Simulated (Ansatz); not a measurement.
Saddle point of CH7GeN, singlet (CH₇GeN ([CH3][NH][GeH3]) → CH₅GeN ([CH3][N][GeH2]) + H₂; bonds formed: H2–H5; bonds broken: Ge1–H2, N3–H5), PBE0-D4/def2-TZVP structure:

| atom | x (Å) | y (Å) | z (Å) |
| --- | --- | --- | --- |
| Ge1 | 0.1672 | 1.3495 | 0.1184 |
| H2 | 1.8434 | 0.9837 | -0.9445 |
| N3 | 0.3477 | -0.3880 | -0.1259 |
| C4 | -0.6239 | -1.3875 | 0.2397 |
| H5 | 1.3947 | 0.1455 | -0.9178 |
| H6 | -0.5148 | 1.7671 | 1.4555 |
| H7 | 0.0605 | 2.5356 | -0.8577 |
| H8 | -1.2971 | -1.6408 | -0.5885 |
| H9 | -1.2612 | -1.0577 | 1.0742 |
| H10 | -0.1162 | -2.3075 | 0.5466 |

Energies are electronic, without zero-point energy. Barriers and step energies count from the start structure reached by relaxing down the imaginary mode; all methods use the PBE0-D4 structures, on which another method's saddle can fall below an end. Computed with Ansatz 0.2.0 (basis: def2-TZVPP, with def2-QZVPP for the basis limit); correlated methods freeze the cores. Filled d shells of the heavier atoms are correlated. The def2 sets are not built for correlating such inner shells, so the correlated values are less sure here. B3LYP uses VWN-RPA correlation. Extrapolation: Hartree–Fock as exp(−7.88 √X), correlation as X^−2.97.

```
      method  barrier (kcal/mol)  step energy (kcal/mol)
       SPW92               77.78                   56.70
      PBE-D4               78.58                   49.92
     BLYP-D4               78.87                   45.90
   r2SCAN-D4                   ?                   54.19
      B97M-V               87.75                   55.35
     PBE0-D4               88.31                   57.54
    B3LYP-D4               87.12                   52.83
  r2SCAN0-D4                   ?                   59.71
    BHLYP-D4                   ?                   61.09
CAM-B3LYP-D4               92.70                   57.99
     wB97X-V               94.78                   59.81
     wB97M-V               92.33                   57.83
      B2PLYP               88.63                   52.40
    PBE-QIDH               93.21                   59.34
  RPA on PBE               88.77                   52.09
          HF              112.48                   67.36
         MP2               89.65                   52.55
        CCSD               95.79                   57.61
     CCSD(T)               90.80                   54.11
```

Q: Fill in the withheld barriers. (An estimate is asked for; the value comes from the calculation.)

A: By the calculation: BHLYP-D4 98.00; r2SCAN-D4 85.74; r2SCAN0-D4 92.50 kcal/mol. Each is the energy of the saddle less that of the start structure, by the same method.

For comparison, the barrier by CCSD(T) at an estimated basis limit (MP2 extrapolated from triple and quadruple zeta, plus CCSD(T) − MP2 in triple zeta) is 90.55 kcal/mol.

T1 diagnostic: at most 0.023. The restricted Hartree–Fock reference is unstable towards an unrestricted one at one or more of these structures.

Labels in which every atom is bracketed show which atoms are joined, not bond orders.

For scale, one of the runs: CCSD(T)/def2-TZVPP, 208 basis functions (an equivalent command: `ansatz run in.yaml --threads 4`). The run took 75 s on 4 CPU threads (shared host), with 2.9 GiB of host memory at its peak.
